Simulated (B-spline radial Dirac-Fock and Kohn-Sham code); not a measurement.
# Ionisation of each subshell: Cs²²⁺

System: cesium as Cs²²⁺, [Ar] 3d10 4s2 4p3; nuclear rms radius 4.8041 fm (A = 133).

Input file task.json (cfg lists n, l and occupation; rrms is the nuclear radius in fm):

```json
{"items": [{
  "Z": 55,
  "q": 22,
  "cfg": [[1, 0, 2], [2, 0, 2], [2, 1, 6], [3, 0, 2], [3, 1, 6], [3, 2, 10], [4, 0, 2], [4, 1, 3]],
  "A": 133,
  "rrms": 4.8041,
  "do": ["binding"]
}]}
```

Command: `python xray_run.py task.json out`

Method: Dirac-Fock ΔSCF + Breit + QED. Computed with a B-spline atomic structure program. No correlation. Energies are counted from the vacuum level. Subshells whose hole state is unreliable or did not converge are left out.

All terms are in eV, carry their sign (relaxation lowers the binding energy) and add up to the binding energy; ⟨r⟩ is the mean radius of the orbital in the initial state.

| subshell | −ε (Koopmans) | relaxation | Breit | QED | binding energy | ⟨r⟩ (bohr) |
| --- | --- | --- | --- | --- | --- | --- |
| K | 36845.1 | -51.64 | -86.97 | -44.33 | 36662.1 | 0.026 |
| L1 | 6424.5 | -21.40 | -8.61 | -5.68 | 6388.8 | 0.111 |
| L3 | 5714.6 | -23.48 | -9.39 | -0.26 | 5681.5 | 0.100 |
| M1 | 1857.5 | -4.43 | -1.49 | -1.21 | 1850.4 | 0.294 |
| M3 | 1636.7 | -4.59 | -1.54 | -0.05 | 1630.5 | 0.295 |
| M4 | 1380.7 | -5.86 | -0.98 | 0.12 | 1374.0 | 0.266 |
| M5 | 1365.6 | -5.68 | -0.58 | 0.08 | 1359.4 | 0.269 |
| N1 | 775.5 | -0.44 | -0.41 | -0.33 | 774.4 | 0.630 |
| N2,3 | 707.1 | -0.43 | -0.49 | 0.00 | 706.1 | 0.654 |

For the deepest level, K (1s), the Breit terms make up -0.237 % of the binding energy, QED -0.121 % and orbital relaxation -0.141 %.

Spin-orbit splittings: 3d 14.55 eV.

Going to the tabulated ground configuration of the next ion removes an electron from N2,3 (4p), computed at 706.1 eV. NIST lists 700 ± 4 eV as the ionisation energy of this species (theoretical), -6.15 eV from the computed value. Where a p, d or f shell is open in either ion the computed value averages over both j values and all terms, while the table refers to the lowest levels; that difference holds spin-orbit splitting (largest in heavy or highly charged ions), term energies where several electrons share open shells, and correlation, and it can reach 10 % or more.
